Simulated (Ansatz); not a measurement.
Correlation energies of CH₇NOSn (`C[O][SnH2][NH2]`) by basis set

```xyz
11

C    -0.732    1.505   -0.805
O     0.430    1.318   -0.038
Sn    1.110   -0.501    0.247
N    -0.455   -1.544    0.976
H    -1.575    0.902   -0.444
H    -1.019    2.559   -0.742
H    -0.573    1.266   -1.867
H     2.382   -0.247    1.348
H     1.518   -1.193   -1.260
H    -0.527   -1.587    1.982
H    -0.559   -2.477    0.602
```

Total charge 0; spin multiplicity 1. Correlated methods include outer-core shells of Sn, which these sets cover unevenly. Sn takes the def2 core potential. Geometry: relaxed with PBE0-D4/def2-TZVP. It is one conformer, not always the lowest. Frozen core, restricted reference, Ansatz.

| basis | HF (Eh) | MP2 corr. |
| --- | --- | --- |
| def2-SVP | -384.44566 | -0.62267 |
| def2-TZVPP | -384.67087 | -0.96798 |
| def2-QZVPP | -384.68209 | -1.22741 |

Estimate the CCSD correlation energy and the (T) correction in each basis where they were run (hartree).


| basis | CCSD corr. | (T) |
| --- | --- | --- |
| def2-SVP | -0.66746 | -0.01731 |
| def2-TZVPP | -0.99178 | -0.03443 |
